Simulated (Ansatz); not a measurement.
Relaxation of C3H7AlFGa (13 atoms, charge 0, multiplicity 1), to a largest force component of 0.015 eV/Å in at most 40 steps.

These are results of Ansatz, RKS PBE/def2-SVP, not measurements.

```xyz
13
Properties=species:S:1:pos:R:3
C -0.897 -1.921 0.567
Ga 1.387 -1.150 -0.114
F 2.257 -0.627 1.055
C 0.960 -0.019 -1.072
C 0.275 1.136 -1.220
Al -0.066 1.854 -3.046
H -1.261 -2.904 0.785
H -1.743 -1.280 0.104
H -0.607 -1.366 1.533
H 1.255 -0.561 -1.916
H -0.142 1.650 -0.399
H 0.562 1.091 -4.329
H -0.932 3.223 -3.234
```

Q: Where does it end, and by what steps?

A: The forces met the threshold. The force dipped under the threshold on the way, but the program's further checks kept it going. After 29 steps the energy has fallen by 6.759 eV; F3 moved furthest, 1.79 Å. The start is strongly strained (largest force component 14 eV/Å), so its close contacts needn't be bonds. Parted: Ga2–H10. Joined: C1–Ga2.

```csv
step,energy less start (eV),largest force component (eV/Å),accepted
0,0.0000,13.966,yes
2,-5.3162,2.241,yes
4,-6.3994,0.791,yes
6,-6.6014,0.598,yes
8,-6.6478,0.186,yes
10,-6.6823,0.106,yes
12,-6.6909,0.261,yes
14,-6.7154,0.108,yes
16,-6.7284,0.229,yes
18,-6.7459,0.081,yes
20,-6.7509,0.166,yes
22,-6.7565,0.046,yes
24,-6.7584,0.063,yes
26,-6.7592,0.009,yes
28,-6.7594,0.021,yes
29,-6.7595,0.008,yes
```

```xyz
13
Properties=species:S:1:pos:R:3
C -0.764 -1.675 1.253
Ga 0.711 -1.248 0.024
F 2.184 -2.231 0.261
C 0.877 0.072 -1.431
C -0.134 0.914 -1.789
Al 0.097 2.210 -3.251
H -0.976 -2.762 1.207
H -1.688 -1.113 1.019
H -0.450 -1.435 2.289
H 1.841 0.124 -1.976
H -1.088 0.838 -1.224
H 1.522 2.223 -3.984
H -1.083 3.204 -3.685
```

Whether the end is a true minimum wasn't checked by a vibrational analysis.

Run time: 2.1 min on 2 threads of Arm Neoverse V1, on a shared host, peak memory 0.2 GiB.
